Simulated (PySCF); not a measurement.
Record of a relaxation.

Species: CH6O3Si2.
Bonds: O1–C2 (double), C2–O3, C2–Si4, Si4–O5, O5–Si6. Hydrogens: H7 on O3; H8, H9 on Si4; H10, H11, H12 on Si6.

Method: PBE0-D3(BJ)/def2-SVP geometry optimisation, gas phase (PySCF 2.14.0); density fitting, grid level 1; the optimiser is geomeTRIC in internal coordinates, started from a GFN2-xTB structure with every atom displaced at random (about 0.01 Å). 9 of its 10 geometries are shown. The frame can shift and turn from step to step; on so coarse a grid that alone can change the energy by a few meV, and forces under 0.02 eV/Å are noise.

Step 0: E = -23008.1539 eV, largest atomic force 1.600 eV/Å
```
atom  x, y, z in Å  |  force x, y, z in eV/Å
O1      1.441    0.003   -1.473   -0.974   0.159  -1.009
C2      1.661   -0.060   -0.301    0.896  -0.140  -0.342
O3      2.909   -0.154    0.136    1.413  -0.051   0.749
Si4     0.425   -0.070    1.131   -1.192  -0.084  -0.326
O5     -1.085    0.003    0.491    0.996  -0.049   0.677
Si6    -2.270    0.137   -0.620    0.162  -0.173   0.502
H7      3.567   -0.147   -0.599   -0.799   0.010   0.287
H8      0.625    1.116    1.957    0.299   0.386   0.424
H9      0.503   -1.339    1.862    0.330  -0.310   0.330
H10    -2.525    1.560   -0.765   -0.371   0.717  -0.364
H11    -1.831   -0.509   -1.841    0.005  -0.262  -0.846
H12    -3.381   -0.568    0.013   -0.764  -0.202  -0.083
```

Step 1: E = -23008.3801 eV, largest atomic force 0.388 eV/Å
```
atom  x, y, z in Å  |  force x, y, z in eV/Å
O1      1.380    0.021   -1.431    0.092   0.012   0.073
C2      1.691   -0.056   -0.270   -0.121  -0.018   0.144
O3      2.967   -0.115    0.148   -0.323   0.035   0.002
Si4     0.425   -0.094    1.183    0.189   0.058  -0.034
O5     -1.069   -0.025    0.522   -0.255  -0.044  -0.051
Si6    -2.265    0.109   -0.626    0.087   0.021   0.014
H7      3.506   -0.069   -0.654    0.316  -0.010  -0.225
H8      0.697    1.086    2.052   -0.057   0.012  -0.005
H9      0.636   -1.346    1.957   -0.065  -0.037  -0.009
H10    -2.570    1.552   -0.870    0.053  -0.030   0.021
H11    -1.862   -0.537   -1.908    0.030  -0.007   0.040
H12    -3.497   -0.557   -0.108    0.054   0.007   0.030
```

Step 2: E = -23008.3868 eV, largest atomic force 0.465 eV/Å
```
atom  x, y, z in Å  |  force x, y, z in eV/Å
O1      1.359    0.051   -1.423   -0.338   0.015  -0.032
C2      1.667   -0.041   -0.263    0.413   0.019  -0.212
O3      2.955   -0.099    0.112   -0.006  -0.021   0.239
Si4     0.417   -0.099    1.201    0.094   0.030  -0.026
O5     -1.076   -0.031    0.541   -0.117  -0.054   0.077
Si6    -2.246    0.102   -0.628    0.068   0.026  -0.054
H7      3.496   -0.057   -0.697   -0.097   0.002   0.034
H8      0.672    1.075    2.082   -0.011  -0.002  -0.009
H9      0.615   -1.364    1.961   -0.006  -0.003  -0.019
H10    -2.505    1.545   -0.905    0.005  -0.002  -0.010
H11    -1.824   -0.586   -1.880   -0.007  -0.013   0.003
H12    -3.493   -0.529   -0.107    0.001   0.004   0.009
```

Step 3: E = -23008.3956 eV, largest atomic force 0.365 eV/Å
```
atom  x, y, z in Å  |  force x, y, z in eV/Å
O1      1.270    0.101   -1.412    0.091  -0.010  -0.018
C2      1.637   -0.015   -0.271    0.043   0.023   0.093
O3      2.926   -0.079    0.094    0.185  -0.011  -0.314
Si4     0.420   -0.110    1.215   -0.036   0.004  -0.025
O5     -1.079   -0.039    0.564   -0.030  -0.061   0.224
Si6    -2.214    0.090   -0.632    0.073   0.029  -0.105
H7      3.479   -0.032   -0.714   -0.250   0.010   0.228
H8      0.663    1.053    2.113    0.023  -0.011   0.015
H9      0.613   -1.393    1.947    0.044   0.022  -0.001
H10    -2.404    1.530   -0.965   -0.040   0.025  -0.045
H11    -1.786   -0.665   -1.841   -0.048  -0.022  -0.036
H12    -3.487   -0.475   -0.104   -0.054   0.003  -0.016
```

Step 4: E = -23008.4067 eV, largest atomic force 0.219 eV/Å
```
atom  x, y, z in Å  |  force x, y, z in eV/Å
O1      1.244    0.139   -1.399    0.053   0.006  -0.050
C2      1.624    0.003   -0.264   -0.014  -0.004   0.126
O3      2.917   -0.066    0.079    0.090   0.003  -0.162
Si4     0.418   -0.123    1.231   -0.045   0.021  -0.067
O5     -1.085   -0.047    0.586   -0.028  -0.060   0.208
Si6    -2.196    0.081   -0.635    0.048   0.039  -0.111
H7      3.446    0.005   -0.739   -0.084   0.005   0.082
H8      0.665    1.026    2.146    0.012  -0.012   0.014
H9      0.624   -1.416    1.940    0.035   0.013   0.001
H10    -2.333    1.513   -1.030   -0.015   0.004  -0.025
H11    -1.788   -0.735   -1.812   -0.028  -0.021  -0.012
H12    -3.500   -0.414   -0.109   -0.025   0.006  -0.006
```

Step 6: E = -23008.4426 eV, largest atomic force 0.197 eV/Å
```
atom  x, y, z in Å  |  force x, y, z in eV/Å
O1      1.070    0.290   -1.332   -0.058   0.016  -0.045
C2      1.533    0.080   -0.238   -0.042  -0.038   0.056
O3      2.848    0.008   -0.015   -0.058  -0.004   0.163
Si4     0.401   -0.172    1.303   -0.017   0.048  -0.120
O5     -1.127   -0.070    0.708    0.004  -0.029   0.139
Si6    -2.089    0.043   -0.647   -0.020   0.024  -0.139
H7      3.285    0.162   -0.867    0.122   0.014  -0.153
H8      0.670    0.912    2.287   -0.005  -0.006   0.006
H9      0.668   -1.504    1.909    0.001  -0.011   0.000
H10    -1.963    1.386   -1.283    0.021  -0.018   0.035
H11    -1.760   -1.024   -1.637    0.020  -0.002   0.036
H12    -3.499   -0.145   -0.194    0.031   0.005   0.022
```

Step 7: E = -23008.4490 eV, largest atomic force 0.104 eV/Å
```
atom  x, y, z in Å  |  force x, y, z in eV/Å
O1      0.996    0.298   -1.319   -0.007  -0.002   0.006
C2      1.492    0.092   -0.237    0.027  -0.011  -0.029
O3      2.813    0.030   -0.048   -0.016   0.029   0.001
Si4     0.390   -0.174    1.321    0.023   0.013  -0.038
O5     -1.147   -0.073    0.752    0.012   0.010   0.071
Si6    -2.048    0.039   -0.649   -0.013  -0.062  -0.083
H7      3.238    0.188   -0.910   -0.028  -0.018   0.029
H8      0.668    0.897    2.316    0.006   0.003   0.000
H9      0.681   -1.513    1.906   -0.012  -0.004  -0.001
H10    -1.866    1.359   -1.312    0.012   0.015   0.022
H11    -1.704   -1.070   -1.587   -0.009   0.018   0.012
H12    -3.475   -0.105   -0.239    0.005   0.008   0.009
```

Step 8: E = -23008.4498 eV, largest atomic force 0.035 eV/Å
```
atom  x, y, z in Å  |  force x, y, z in eV/Å
O1      0.982    0.289   -1.321    0.013  -0.014   0.001
C2      1.483    0.091   -0.240    0.005   0.010  -0.012
O3      2.804    0.041   -0.052    0.001   0.011  -0.023
Si4     0.389   -0.173    1.322    0.017   0.001   0.002
O5     -1.151   -0.076    0.762   -0.003  -0.001   0.029
Si6    -2.040    0.035   -0.649   -0.003  -0.019  -0.025
H7      3.226    0.190   -0.918   -0.021  -0.005   0.028
H8      0.669    0.899    2.315    0.009   0.002  -0.002
H9      0.683   -1.511    1.907   -0.006   0.000  -0.001
H10    -1.847    1.358   -1.303    0.001   0.010   0.002
H11    -1.692   -1.074   -1.583   -0.009   0.004   0.000
H12    -3.469   -0.102   -0.246   -0.004   0.001   0.000
```

Step 9: E = -23008.4501 eV, largest atomic force under 0.02 eV/Å
```
atom  x, y, z in Å  |  force x, y, z in eV/Å
O1      0.982    0.274   -1.327    0.011  -0.012   0.002
C2      1.482    0.089   -0.244   -0.011   0.008  -0.009
O3      2.803    0.051   -0.052    0.007   0.004  -0.011
Si4     0.391   -0.173    1.320    0.010   0.004   0.015
O5     -1.152   -0.079    0.766   -0.010  -0.010  -0.007
Si6    -2.041    0.033   -0.647    0.004   0.011   0.016
H7      3.225    0.194   -0.918   -0.006   0.002   0.009
H8      0.674    0.902    2.309    0.007   0.000  -0.001
H9      0.686   -1.509    1.908   -0.003   0.001  -0.002
H10    -1.847    1.361   -1.293   -0.002   0.000  -0.007
H11    -1.694   -1.071   -1.585   -0.003  -0.005  -0.003
H12    -3.470   -0.105   -0.243   -0.004  -0.001  -0.002
```

Q: Summarise the path.

A: The energy falls by 0.2963 eV from step 0 to step 9; nine tenths of that is first reached at step 5. It falls at every step. The largest force goes from 1.600 to under 0.02 eV/Å. Among the bonds O5–Si6 changes most, from 1.630 to 1.673 Å; the atoms move by 0.469 Å rms after alignment.

Q: Follow the three bonds and two angles with the largest change from start to end.

A: 
```json
{"step": "0", "E above end (eV)": "0.2963", "largest force (eV/Å)": "1.600", "O5–Si6 (Å)": "1.630", "Si6–H11 (Å)": "1.449", "Si6–H10 (Å)": "1.453", "Si4–O5–Si6 (°)": "159.7", "O1–C2–Si4 (°)": "128.5"}
{"step": "1", "E above end (eV)": "0.0700", "largest force (eV/Å)": "0.388", "O5–Si6 (Å)": "1.664", "Si6–H11 (Å)": "1.491", "Si6–H10 (Å)": "1.494", "Si4–O5–Si6 (°)": "159.9", "O1–C2–Si4 (°)": "123.9"}
{"step": "2", "E above end (eV)": "0.0633", "largest force (eV/Å)": "0.465", "O5–Si6 (Å)": "1.659", "Si6–H11 (Å)": "1.489", "Si6–H10 (Å)": "1.492", "Si4–O5–Si6 (°)": "158.8", "O1–C2–Si4 (°)": "124.6"}
{"step": "3", "E above end (eV)": "0.0545", "largest force (eV/Å)": "0.365", "O5–Si6 (Å)": "1.654", "Si6–H11 (Å)": "1.488", "Si6–H10 (Å)": "1.490", "Si4–O5–Si6 (°)": "157.0", "O1–C2–Si4 (°)": "123.0"}
{"step": "4", "E above end (eV)": "0.0435", "largest force (eV/Å)": "0.219", "O5–Si6 (Å)": "1.656", "Si6–H11 (Å)": "1.489", "Si6–H10 (Å)": "1.491", "Si4–O5–Si6 (°)": "155.5", "O1–C2–Si4 (°)": "122.8"}
{"step": "5", "E above end (eV)": "0.0144", "largest force (eV/Å)": "0.545", "O5–Si6 (Å)": "1.665", "Si6–H11 (Å)": "1.492", "Si6–H10 (Å)": "1.494", "Si4–O5–Si6 (°)": "145.9", "O1–C2–Si4 (°)": "121.2"}
{"step": "6", "E above end (eV)": "0.0075", "largest force (eV/Å)": "0.197", "O5–Si6 (Å)": "1.665", "Si6–H11 (Å)": "1.492", "Si6–H10 (Å)": "1.492", "Si4–O5–Si6 (°)": "146.7", "O1–C2–Si4 (°)": "121.5"}
{"step": "7", "E above end (eV)": "0.0011", "largest force (eV/Å)": "0.104", "O5–Si6 (Å)": "1.670", "Si6–H11 (Å)": "1.492", "Si6–H10 (Å)": "1.489", "Si4–O5–Si6 (°)": "143.1", "O1–C2–Si4 (°)": "120.9"}
{"step": "8", "E above end (eV)": "0.0003", "largest force (eV/Å)": "0.035", "O5–Si6 (Å)": "1.671", "Si6–H11 (Å)": "1.491", "Si6–H10 (Å)": "1.489", "Si4–O5–Si6 (°)": "142.2", "O1–C2–Si4 (°)": "120.9"}
{"step": "9", "E above end (eV)": "0.0000", "largest force (eV/Å)": "under 0.02", "O5–Si6 (Å)": "1.673", "Si6–H11 (Å)": "1.490", "Si6–H10 (Å)": "1.489", "Si4–O5–Si6 (°)": "142.0", "O1–C2–Si4 (°)": "121.0"}
```

The cost below is that of the whole optimisation. Hardware: Arm Neoverse V2, one thread, on a shared host. Cost: 47 s wall, 0.51 GiB resident at most.
